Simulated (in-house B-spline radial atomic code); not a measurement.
Successive ionisation energies of ruthenium; each step leads to the configuration of the next row (after the last: [He] 2s2 2p1). Dirac energy differences include first-order Breit, QED and recoil terms. NIST's values go from ground level to ground level; the uncertainty of those that are theory runs from under 0.1 % in few-electron ions to several per cent in heavy many-electron ones. Computed with a B-spline radial code for spherical atoms: Dirac-Hartree-Fock, average of the configuration, finite nuclei.

| ion | configuration | ionisation energy (eV) | tabulated value (eV) | computed minus tabulated (eV) | highest orbital | largest mean radius (bohr) |
| --- | --- | --- | --- | --- | --- | --- |
| Ru26+ | [Ne] 3s2 3p6 | 1457.2 | 1447 | 10 | 3p3/2 | 0.3632 |
| Ru27+ | [Ne] 3s2 3p5 | 1521.7 | 1506.7 | 15 | 3p3/2 | 0.36068 |
| Ru28+ | [Ne] 3s2 3p4 | ? | ? | ? | ? | ? |
| Ru29+ | [Ne] 3s2 3p3 | 1653.4 | 1659 | -6 | 3p3/2 | 0.35576 |
| Ru30+ | [Ne] 3s2 3p2 | 1720.6 | 1743 | -22 | 3p3/2 | 0.35334 |
| Ru31+ | [Ne] 3s2 3p1 | 1788.6 | 1794 | -5 | 3p3/2 | 0.35096 |
| Ru32+ | [Ne] 3s2 | ? | ? | ? | ? | ? |
| Ru33+ | [Ne] 3s1 | 2012.2 | 2013.04 | -1 | 3s1/2 | 0.34599 |
| Ru34+ | [He] 2s2 2p6 | 4796.5 | 4758 | 38 | 2p3/2 | 0.14209 |
| Ru35+ | [He] 2s2 2p5 | ? | ? | ? | ? | ? |
| Ru36+ | [He] 2s2 2p4 | 5176.2 | 5136 | 40 | 2p3/2 | 0.14003 |
| Ru37+ | [He] 2s2 2p3 | 5370.6 | 5330 | 41 | 2p3/2 | 0.13902 |
| Ru38+ | [He] 2s2 2p2 | 5567.9 | 5647 | -79 | 2p3/2 | 0.13802 |

Question: Fill in the row of Ru28+.

Answer: ionisation energy (eV): 1587.1; tabulated value (eV): 1577; computed minus tabulated (eV): 10; highest orbital: 3p3/2; largest mean radius (bohr): 0.3582.

Question: Fill in the row of Ru32+.

Answer: ionisation energy (eV): 1942.1; tabulated value (eV): 1949; computed minus tabulated (eV): -7; highest orbital: 3s1/2; largest mean radius (bohr): 0.34861.

Question: Fill in the row of Ru35+.

Answer: ionisation energy (eV): 4984.9; tabulated value (eV): 4939; computed minus tabulated (eV): 46; highest orbital: 2p3/2; largest mean radius (bohr): 0.14105.

Question: Where is the largest jump?

Answer: From Ru33+ to Ru34+, by a factor of 2.38 (2012.2 to 4796.5 eV); the highest orbital goes from 3s1/2 to 2p3/2.

Where a p, d or f electron is removed, the computed value is a mean over both j, so it misses the tabulated one by a part of the spin-orbit splitting; averaging over terms and missing correlation add to the gap, relatively most at low charge.
